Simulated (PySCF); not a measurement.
Computed IR spectrum (relative IR intensity) of a molecule C4H10N, multiplicity 2. Geometry optimised at PBE-D3(BJ)/def2-SVP. Other conformers were not sampled. These are PBE-D3(BJ)/def2-SVP run with PySCF values and carry that method's errors. No scaling factor is applied to the harmonic values.

Lines under 2 % of the strongest are left out, and lines within 2 cm⁻¹ are merged.

```tsv
ν (cm⁻¹)	relative intensity
106	2.5
136	2.0
456	35
501	34
733	94
753	21
903	11
971	4.6
1041	2.8
1098	2.6
1103	12
1152	47
1260	13
1301	2.8
1318	7.0
1353	20
1374	9.9
1389	5.5
1407	10
1424	6.6
1436	16
1450	12
2841	100
2881	38
2964	62
2969	37
3053	32
3074	30
3187	14
```

Problem. Identify the compound among the candidates.
(A) [CH2]C(C)(C)N
(B) CC[N]CC
(C) [CH2]CNCC
(D) C[CH]NCC

Solution. C, [CH2]CNCC
